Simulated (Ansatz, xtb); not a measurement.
**A geometry optimisation of ClH3InSi2 with r2SCAN-D4/def2-SVP**

The starting geometry of this gas-phase doublet was built from a drawn formula by distance geometry; its bonds are those of `Cl/[SiH]=[SiH]\[InH]`.

```json
{"atom": "Cl", "x (Å)": "-1.1981", "y (Å)": "-2.3217", "z (Å)": "0.9270"}
{"atom": "In", "x (Å)": "1.9246", "y (Å)": "-0.2816", "z (Å)": "-0.9842"}
{"atom": "Si", "x (Å)": "-1.1380", "y (Å)": "-0.1851", "z (Å)": "1.2565"}
{"atom": "Si", "x (Å)": "0.3020", "y (Å)": "0.9885", "z (Å)": "0.4434"}
{"atom": "H", "x (Å)": "-2.4490", "y (Å)": "0.3882", "z (Å)": "1.6552"}
{"atom": "H", "x (Å)": "0.5616", "y (Å)": "2.2885", "z (Å)": "1.1051"}
{"atom": "H", "x (Å)": "2.6317", "y (Å)": "-0.9342", "z (Å)": "-2.3566"}
```

Task: Where would you expect an optimisation with r2SCAN-D4/def2-SVP to take it?

Result: A new bond forms, giving a structure with Cl1 bridging In2 and Si3, given below by its coordinates. Distances that change by over a tenth: Si3–Si4 (2.03 → 2.36 Å). Contacts that close: Cl1–In2 (4.19 → 2.78 Å).

The energy falls by 1.27 eV over 17 steps:

```csv
step,E − E(last) (eV)
1,1.266
3,0.380
5,0.317
6,0.301
8,0.235
10,0.073
12,0.009
13,0.008
15,0.000
17,0.000
```

Final geometry (Å):

```xyz
7

Cl   -0.6866   -1.9049    0.1327
In    1.3526   -0.2632   -0.7984
Si   -0.8207   -0.1668    1.5338
Si   -0.1228    1.5709    0.0981
H    -2.2988   -0.2238    1.8266
H     0.8960    2.3379    0.9213
H     2.3152   -1.4075   -1.6676
```

From the same start GFN2-xTB reaches the same bonding as this run.

No frequencies were run, so the end isn't proven a minimum. Open shells are spin-unrestricted. Atoms past krypton carry core potentials, without spin–orbit terms. Run with Ansatz 0.2.0, 71 s on 2 threads of Intel(R) Xeon(R) 6975P-C (Granite Rapids) (shared host).
